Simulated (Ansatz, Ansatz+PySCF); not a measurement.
```xyz
17

C     0.0000    1.4000    0.0000
C     1.2124    0.7000    0.0000
C     1.2124   -0.7000    0.0000
C     0.0000   -1.4000    0.0000
C    -1.2124   -0.7000    0.0000
C    -1.2124    0.7000    0.0000
C     2.4249    1.4000    0.0000
C     3.6373    0.7000    0.0000
C     3.6373   -0.7000    0.0000
C     2.4249   -1.4000    0.0000
H     0.0000   -2.4850    0.0000
H    -2.1521   -1.2425    0.0000
H    -2.1521    1.2425    0.0000
H     2.4249    2.4850    0.0000
H     4.5769    1.2425    0.0000
H     4.5769   -1.2425    0.0000
H     2.4249   -2.4850    0.0000
```

Basis set: def2-SVP (spherical functions). Charge 0, multiplicity 2.

Computed with Ansatz (development build ahead of 0.2.0); each method stands on the lowest determinant of its kind that the runs found. Restricted functionals stand beside restricted open-shell atoms, which can lie above the unrestricted atoms usual in DFT and then raise those values.

Task: Give the atomization energy at this shape (free ground-state atoms in the same class of orbitals less the molecule, no zero-point energy) of doublet C₁₀H₇ by ωB97X (unrestricted), PBE0 (unrestricted), PBE0 (restricted open-shell), UHF, ROHF.

Result:

```csv
method,atomization energy
ωB97X (unrestricted),89.48 eV
PBE0 (unrestricted),91.36 eV
PBE0 (restricted open-shell),91.75 eV
UHF,67.84 eV
ROHF,68.10 eV
```

Caution for UHF: the unrestricted determinant is a mixture of spin states. Caution for ROHF: an unrestricted determinant lies well below.

The shape needn't be a minimum at these levels.
